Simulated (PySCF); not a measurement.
C₅H₆O₂: calculation and literature

Numbering as in the mapped SMILES `[CH3:1][O:2][c:3]1[cH:4][cH:5][o:6][cH:7]1`. Each H is labelled by its parent atom.

PySCF calculation with shielding tensors at B97-2/pcSseg-2 (GIAO) and coordinates at the PBE0-D3(BJ)/def2-SVP level; no relativistic terms, isolated molecule, averaged over atoms made equivalent by symmetry, fast rotation or ring inversion, a single conformation.

Reference values: estimated from measurements, as parent shift plus tabulated substituent increment (solution, not stated per compound (mostly CDCl3 or CCl4); Pretsch, Buehlmann, Badertscher, Structure Determination of Organic Compounds, 4th ed. (2009)).
```csv
atoms,quantity,reference,computed
H(C5),δ 1H,7.01,7.26
H(C7),δ 1H,6.92,7.05
H(C4),δ 1H,6.02,6.32
```

Computed shifts are σ(ref) − σ with the named reference compound (TMS for H and C) calculated as an isolated molecule at the same level.

How far are the unscaled 1H shifts from the references?

## Answers

Mean signed difference +0.23 ppm, mean absolute 0.23 ppm over 3 comparisons; the largest is +0.30 ppm at H(C4) (hydrogen on an aromatic CH).

3 of the 6 published NMR values on file for this molecule are compared.
